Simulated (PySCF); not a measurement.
**Broadened absorption spectrum of C4HF5**

Species: C4HF5.
SMILES: `FC(F)C#CC(F)(F)F`

The calculation used TDDFT CAM-B3LYP/def2-SVPD, vertical, gas phase, core orbitals frozen in the response in PySCF. Isolated species at its PBE0-D3(BJ)/def2-SVP geometry, gas phase.

Computed states:

```csv
state,E (eV),f
S1,6.23,0.0001
S2,6.54,0.0001
S3,6.56,0.0010
S4,8.84,0.122
S5,8.96,0.052
S6,8.98,0.0087
S7,9.18,0.110
S8,9.73,0.999
S9,10.19,0.0062
S10,10.20,0.243
```

Each state is given a Gaussian of 0.3 eV full width at half maximum, with ε(max) = 2.175×10⁸ f / Δν̃ (Δν̃ the width in cm⁻¹). The width is an assumption, not a result. The curve ends short of the highest state used, and states not computed would add to its high-energy end.

Question: What does the envelope look like, and where are its maxima?

Answer: 
```json
{"E (eV)": "5.78", "ε (L mol⁻¹ cm⁻¹)": "0"}
{"E (eV)": "5.94", "ε (L mol⁻¹ cm⁻¹)": "1"}
{"E (eV)": "6.11", "ε (L mol⁻¹ cm⁻¹)": "6"}
{"E (eV)": "6.28", "ε (L mol⁻¹ cm⁻¹)": "17"}
{"E (eV)": "6.44", "ε (L mol⁻¹ cm⁻¹)": "62"}
{"E (eV)": "6.61", "ε (L mol⁻¹ cm⁻¹)": "88"}
{"E (eV)": "6.77", "ε (L mol⁻¹ cm⁻¹)": "25"}
{"E (eV)": "6.94", "ε (L mol⁻¹ cm⁻¹)": "1"}
{"E (eV)": "7.11", "ε (L mol⁻¹ cm⁻¹)": "0"}
{"E (eV)": "7.27", "ε (L mol⁻¹ cm⁻¹)": "0"}
{"E (eV)": "7.44", "ε (L mol⁻¹ cm⁻¹)": "0"}
{"E (eV)": "7.61", "ε (L mol⁻¹ cm⁻¹)": "0"}
{"E (eV)": "7.77", "ε (L mol⁻¹ cm⁻¹)": "0"}
{"E (eV)": "7.94", "ε (L mol⁻¹ cm⁻¹)": "0"}
{"E (eV)": "8.10", "ε (L mol⁻¹ cm⁻¹)": "0"}
{"E (eV)": "8.27", "ε (L mol⁻¹ cm⁻¹)": "1"}
{"E (eV)": "8.44", "ε (L mol⁻¹ cm⁻¹)": "87"}
{"E (eV)": "8.60", "ε (L mol⁻¹ cm⁻¹)": "2039"}
{"E (eV)": "8.77", "ε (L mol⁻¹ cm⁻¹)": "11350"}
{"E (eV)": "8.94", "ε (L mol⁻¹ cm⁻¹)": "15032"}
{"E (eV)": "9.10", "ε (L mol⁻¹ cm⁻¹)": "12598"}
{"E (eV)": "9.27", "ε (L mol⁻¹ cm⁻¹)": "7996"}
{"E (eV)": "9.43", "ε (L mol⁻¹ cm⁻¹)": "6935"}
{"E (eV)": "9.60", "ε (L mol⁻¹ cm⁻¹)": "53212"}
```

Maxima: 189 nm (6.56 eV), ε about 95, made up of S3 (93%); 139 nm (8.89 eV), ε about 15000, made up of S4 (64%) and S5 (26%) (ε in L mol⁻¹ cm⁻¹; maxima over ε = 5, shares over 10%). At its high-energy end, 9.60 eV, the curve is still rising (ε about 53000, from S8).

Question: On this curve, what absorbance would a 10⁻⁵ mol/L sample give at 193 nm over a 1 cm path?

Answer: 193 nm is 6.424 eV, where ε is about 56 L mol⁻¹ cm⁻¹, so A = ε c l ≈ 0.00056 (Beer–Lambert, with the gas-phase spectrum and the assumed width).

Question: What would ε be at 8.89 eV, the highest of these maxima, with half the width (0.15 eV)?

Answer: About 21200 L mol⁻¹ cm⁻¹ against 15500, a factor of about 1.4; a lone state at its own centre would give exactly 2.

Question: Coming from long wavelengths, where does ε first pass 100 L mol⁻¹ cm⁻¹?

Answer: At about 147 nm (8.45 eV), 2.22 eV above S1.

All these states lie below the vertical ionisation energy of 12.20 eV (ΔSCF).

Time: 2.7 min of wall time; peak memory 1.1 GiB. Hardware: an Arm Neoverse V1 with one thread, on a shared host.
